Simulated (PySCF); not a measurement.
H4B (SMILES [BH4-]), charge -1, singlet, geometry from GFN2-xTB. Base run: TPSS/aug-cc-pVDZ run with PySCF.

Geometry (Å):
```xyz
5

B      0.0000     0.0000     0.0000
H     -0.7894    -0.8233    -0.4570
H      0.1623    -0.2103     1.1997
H     -0.4503     1.1320    -0.1602
H      1.0774    -0.0984    -0.5825
```
Charge -1, spin multiplicity 1.
All else is at PySCF's defaults.
Base energy -27.26999 Eh.

The base run was repeated with changes; each row names its change, and settings that it needs were set with it.

```
change                               ΔE vs base (µEh)  grid points  electrons on the grid
-----------------------------------  ----------------  -----------  ---------------------
base                                              0.0        53280               10.00000
grids.radi_method = gauss_chebyshev              -0.2        52128               10.00000
grids.atom_grid = (99, 590)                      -0.1       163872               10.00000
grids.level = 4                                  -0.1        90936               10.00000
grids.level = 2                                   0.8        32696               10.00001
grids.radi_method = mura_knowles                 -0.1        50944               10.00000
grids.radi_method = delley                        0.1        57856               10.00001
grids.becke_scheme = stratmann                   -0.3        53280               10.00000
grids.atom_grid = (30, 110)                       249        12336                9.99991
grids.atom_grid = (150, 974)                     -0.1       410904               10.00000
grids.prune = off                                 0.0        83056               10.00000
```
